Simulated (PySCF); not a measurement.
Sb (antimony, neutral) across methods

[Kr] 4d10 5s2 5p2 5d1, one real determinant (an excited configuration). All numbers are calculated (PySCF 2.14, the spin-free X2C one-electron Hamiltonian (Gaussian nucleus), in x2c-TZVPPall with one added diffuse shell each of s, p, d, f type (9s7p5d3f, 76 functions)).

| method | E (hartree) | mean ε 5s β (eV) | mean ε 5p α (eV) | mean ε 5d α (eV) | Σ⟨r²⟩ (bohr²) | ⟨S²⟩ |
| --- | --- | --- | --- | --- | --- | --- |
| CAM-B3LYP | -6480.79 | -17.214 | -9.938 | -1.260 | 84.06 | 3.751 |
| UHF | -6477.68976 | -17.352 | -11.562 | -1.460 | 86.44 | 3.756 |
| PBE0 | -6480.11 | -15.610 | -8.782 | -0.858 | 83.91 | 3.752 |
| LDA | -6474.28 | -15.067 | -7.735 | -0.499 | 83.11 | 3.751 |
| r2SCAN | -6480.47 | -14.779 | -8.048 | -0.481 | 83.77 | 3.752 |
| PBE | -6480.03 | -14.650 | -7.645 | -0.544 | 83.64 | 3.751 |
| wB97X | -6480.66 | -18.394 | -10.845 | -1.621 | 84.57 | 3.752 |
| wB97X-V | -6480.14 | -18.105 | -10.882 | -1.669 | 84.21 | 3.752 |
| TPSS | -6480.17 | -14.507 | -7.756 | -0.491 | 83.78 | 3.751 |

⟨L²⟩ = 7.97 against 12 for a pure F term, so this real determinant mixes terms. The outer electron is Rydberg-like, and this basis confines it to a smaller radius and binds it less than a complete one would.
